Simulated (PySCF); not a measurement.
# Potential energy of SiBi along the bond

Set-up: basis Si def2-TZVPP, Bi def2-TZVPP with ECP60; scalar-relativistic core potentials; PySCF 2.14. Energies in eV from Si + Bi in their ground configurations at the same level. State: ²Π (doublet), unpaired electrons π ↑.

All columns are PBE0. A positive dipole means Si(−)Bi(+).

| R (Å) | E (eV) | μ (D) | Mulliken charge on Si (basis-dependent) | HOMO (eV) | LUMO (eV) | Mayer bond order | ⟨S²⟩ |
| --- | --- | --- | --- | --- | --- | --- | --- |
| 2.110 | -1.328 | 0.91 | -0.08 | -6.00 | -4.67 | 2.36 | 0.75 |
| 2.208 | -2.011 | 0.83 | -0.05 | -6.08 | -4.49 | 2.35 | 0.75 |
| 2.306 | -2.387 | 0.73 | -0.03 | -6.13 | -4.33 | 2.35 | 0.75 |
| 2.379 | -2.519 | 0.64 | -0.02 | -6.00 | -4.22 | 2.34 | 0.76 |
| 2.453 | -2.554 | 0.55 | -0.01 | -5.88 | -4.13 | 2.34 | 0.76 |
| 2.527 | -2.516 | 0.45 | 0.00 | -5.77 | -4.04 | 2.32 | 0.77 |
| 2.625 | -2.387 | 0.34 | 0.00 | -5.68 | -3.93 | 2.20 | 0.88 |
| 2.747 | -2.165 | 0.26 | 0.01 | -5.64 | -3.81 | 1.93 | 1.12 |
| 2.894 | -1.869 | 0.15 | 0.01 | -5.63 | -3.70 | 1.64 | 1.35 |
| 3.091 | -1.474 | -0.05 | 0.02 | -5.65 | -3.61 | 1.34 | 1.56 |

A fit through these points gives, at Re = 2.448 Å, μ = 0.55 D and dμ/dR = -1.38 D/Å; the reduced mass is 24.67 u.

Question: How strong is the fundamental in the double-harmonic approximation, I = 42.26·(dμ/dR)²/μred km/mol?

Answer: I = 42.26·(-1.38)²/24.67 = 3.26 km/mol at PBE0.

⟨S²⟩ of the unrestricted solution departs from its pure value on part of the curve, where spin states mix. Spin–orbit coupling is left out, which matters for elements this heavy, above all for dissociation energies. The state is the lowest determinant that a PBE0 search found; another state may lie lower at other levels.
